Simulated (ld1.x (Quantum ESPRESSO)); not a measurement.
## PBE TM dataset for O, non-relativistic all-electron reference.

```json
{"Element": "oxygen", "Generator": "ld1.x (Quantum ESPRESSO) 7.5", "Type": "norm-conserving Troullier–Martins (Kleinman–Bylander form)", "Functional": "PBE", "Relativity": "non-relativistic", "Frozen core": "[He]", "Valence charge": "6", "Reference configuration": "2s2 2p4", "Partial waves": "2s (bound): rc 0.70 bohr; 2p (bound): rc 2.00 bohr; 3d channel at 0.5 Ry: rc 1.90 bohr", "Local potential": "all-electron potential smoothed inside 1.40 bohr (lloc = -2)", "Core correction": "none"}
```

- Cutoffs needed: 80 Ry and 200 Ry (the cutoffs (Ry, on a coarse ladder) from which the occupation-weighted sum of valence levels, in a spherical-Bessel basis at the reference potential, stays within 10 and 1 mRy of its value at 400 Ry)
- Ghost test: no extra level below or beside the all-electron valence levels (s, p, d, f tested) (spherical-Bessel basis up to 400 Ry, 20 bohr box)
- Largest excitation error: +6377 meV (all-electron minus pseudo) for 2s2 2p0, out of 7 test configurations
